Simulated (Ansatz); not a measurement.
Abridged output of a molecular run in Ansatz:

```
Functional definition: HF
1615 factors; integrals over basis functions are off by at most 1.2e-3 eV
mean field evaluation 1: about -74543.6778 eV, gradient 5.4e1 eV
mean field evaluation 2: about -74543.9198 eV, gradient 5.4e1 eV
mean field evaluation 4: about -74548.6501 eV, gradient 3.5e0 eV
mean field evaluation 8: about -74548.7047 eV, gradient 3.3e-1 eV
mean field -74548.70491425 eV, -2739.6143746716 hartree, gradient 3.4e-6 eV, S^2 0.000000; 0 other end points of the search recorded, 0 dependent functions left out
18 core orbitals not correlated: weight in the atoms' cores, before any rotation towards them, 1.000 or more for the frozen orbitals, at most 0.000 for the correlated occupied ones
reference -74548.70491425 eV, -2739.6143746716 hartree; 24, 24 occupied and 214, 214 virtual orbitals, 1615 factors
second order -36.63589521 eV of doubles, -0.00000000 eV of singles
cycle   1  -35.93235216 eV  change    7.0e-1 eV  update   1.3e-1
cycle   2  -36.79999988 eV  change   -8.7e-1 eV  update   3.9e-2
cycle   3  -36.98710758 eV  change   -1.9e-1 eV  update   1.9e-2
cycle   4  -36.95921409 eV  change    2.8e-2 eV  update   3.6e-3
cycle   5  -36.95596914 eV  change    3.2e-3 eV  update   1.4e-3
cycle   6  -36.95740721 eV  change   -1.4e-3 eV  update   3.9e-4
cycle   7  -36.95726000 eV  change    1.5e-4 eV  update   1.3e-4
cycle   8  -36.95713826 eV  change    1.2e-4 eV  update   4.4e-5
cycle   9  -36.95714396 eV  change   -5.7e-6 eV  update   1.8e-5
perturbative correction -1.16708682 eV, -0.0428896496 hartree
Total energy: -74586.82914504 eV, -2741.0154143115 hartree
```

Its atoms:

```xyz
9

F     0.596    2.512    1.112
Ge   -0.497    1.340    0.552
F    -1.113    0.505    1.903
F    -1.786    2.158   -0.191
O     0.264    0.275   -0.550
Si    0.565   -1.352   -0.672
H    -0.716   -2.099   -0.681
H     1.397   -1.794    0.474
H     1.290   -1.544   -1.947
```

(1) Which basis set was used?
A. def2-SVPD
B. def2-SVP
C. cc-pV(Q+d)Z
D. def2-TZVPP

(2) Write the keys of the input that set method, charge and spin (a neutral closed shell needs none for the last two).

## Answers

(1) D. It gives 256 functions.

(2) 
```yaml
correlation: {method: ccsd_t}
```
